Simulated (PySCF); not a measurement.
**Rb (rubidium, neutral) across methods**

[Kr] 4d1, 2D determinant (an excited configuration). All numbers are calculated (PySCF 2.14, a scalar-relativistic core potential, in def2-TZVPPD with the def2 core potential (28 electrons)). The B2PLYP total includes its PT2 part (frozen core); its orbital energies are those of the SCF part.

```csv
method,E (hartree),mean ε 4p α (eV),mean ε 4p β (eV),mean ε 4d α (eV),Σ⟨r²⟩ (bohr²),⟨S²⟩
B2PLYP,-23.8946,-21.254,-21.230,-1.301,116.0,0.750
PBE0,-24.0000,-19.583,-19.550,-1.200,110.3,0.750
r2SCAN,-24.0142,-18.467,-18.446,-0.910,112.8,0.750
UHF,-23.72029,-24.146,-24.131,-1.567,129.9,0.750
revPBE,-24.0324,-17.760,-17.729,-1.019,106.5,0.750
PBE,-24.0015,-17.738,-17.702,-0.987,105.2,0.750
TPSSh,-24.0034,-18.689,-18.658,-0.998,110.6,0.750
BHandHLYP,-23.9549,-21.212,-21.187,-1.287,112.9,0.750
LDA,-23.9026,-17.719,-17.686,-0.920,105.1,0.750
```

Energies and moments cover only the electrons outside the core potential.
